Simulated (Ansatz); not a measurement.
The same path of Cl$_{2}$GaH$_{4}$N (8 atoms, charge 0, multiplicity 1) was run twice with different band settings. Lost on the way: Ga1–H2, N5–H8. Made: H2–H8.

The calculation used RKS B3LYP-D4/def2-SVP (Ansatz).

Relaxed end points:

```xyz
8
Properties=species:S:1:pos:R:3
Ga 0.008 0.010 0.251
H -0.169 0.943 1.487
Cl 1.959 -0.070 -0.761
Cl -1.687 -0.286 -1.120
N 0.055 -1.984 0.966
H -0.705 -2.491 0.505
H 0.944 -2.394 0.664
H -0.035 -2.106 1.977
```

```xyz
8
Properties=species:S:1:pos:R:3
Ga 0.111 -0.777 -0.592
H -0.154 0.313 2.760
Cl 1.945 0.279 -0.946
Cl -1.716 -0.013 -1.417
N 0.099 -2.266 0.420
H -0.729 -2.836 0.549
H 0.946 -2.705 0.763
H -0.133 -0.374 2.433
```

Common settings: movable images 7; climbing image yes; spring 5.0 eV/Å²; optimiser quadratic models (default); start path through a guess of the saddle point; iteration limit 60; end points relaxed.

| run | force threshold |
| --- | --- |
| 1 | 0.05 eV/Å |
| 2 | 0.2 eV/Å |

Task: What does each run give, and how far can it be trusted?

Result: Run 1: converged after 12 iterations, highest image 2.047 eV above the first end. A vibrational analysis at the climbing image gives one clearly imaginary mode, 1308i cm⁻¹: a first-order saddle point.
Run 2: converged after 10 iterations, highest image 2.049 eV above the first end. The threshold of 0.2 eV/Å is loose, so the images may lie well off the minimum-energy path. Another band between the same ends (7 images) ends at a top of the same energy, where a vibrational analysis finds 1 clearly imaginary mode.
The orbitals stay closed-shell, which can raise the energy where a bond breaks towards radicals; this wasn't checked here.
